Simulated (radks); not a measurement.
Results of a calculation; reference values are marked as such.
Initial-state core-level shifts of neutral iodine when its valence configuration changes from [Kr] 4d10 5s2 5p5. Code: a radial shooting solver on a logarithmic mesh with Libxc functionals. Model: scalar-relativistic Kohn-Sham, PBE, spin-polarised, spherical densities, point nucleus; open shells are filled with parallel spins first (spin-orbit coupling, left out, can overturn this in heavy ions). Shifts are changes of the shell-averaged eigenvalues in eV (positive: less bound).

| valence | 2p | 3p | 3d | 4s |
|---|---|---|---|---|
| 4d9 5s2 5p6 | -9.790 | -9.274 | -9.382 | -7.601 |
| 4d10 5s1 5p6 | -1.393 | -1.418 | -1.417 | -1.394 |
| 4d9.5 5s2 5p5.5 | -4.866 | -4.618 | -4.670 | -3.809 |
